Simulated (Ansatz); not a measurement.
The same atomization along the group B, Al, Ga, In.

Isolated molecules relaxed with PBE0-D4/def2-TZVP in Ansatz; ΔE leaves out vibrations. CCSD(T)/CBS is the MP2 limit (def2-TZVPP, def2-QZVPP) plus CCSD(T) − MP2 in def2-TZVPP, frozen cores. This one scheme is used for every species, atoms too. DFT in def2-TZVPP. Open shells (•) are unrestricted, without spin–orbit coupling. Spin–orbit coupling would lower the free atoms: a little for Al, B, F; clearly for Ga, Ge; strongly for In. Elements past krypton have def2 core potentials. Bonds to Ga, Ge, In are less sure, by a few kJ/mol each and by 10 to 20 or more in all where they break to atoms, as the def2 sets lack core-valence functions. Scalar relativity is left out up to krypton.

| reaction | CCSD(T)/CBS(def2) (kJ/mol) |
| --- | --- |
| `[BH2][GeH2][F]` → F• + Ge• + 4 H• + B• | 2108 |
| `[F][GeH2][AlH2]` → F• + Ge• + 4 H• + Al• | ? |
| `[F][GeH2][GaH2]` → F• + Ge• + 4 H• + Ga• | 1808 |
| `[F][GeH2][InH2]` → F• + Ge• + 4 H• + In• | 1724 |

Problem. Fill in the missing values. (Estimate.)

Solution. Ansatz gave: `[F][GeH2][AlH2]` → F• + Ge• + 4 H• + Al•: +1858.7 kJ/mol.

Largest T1 diagnostic: 0.018, for Al•.

For atomizations the MP2-based limit and the directly extrapolated one differ by several kJ/mol either way, and by 10 to 25 for some Ge, Se and Sn compounds, so smaller differences from it don't rank the levels.
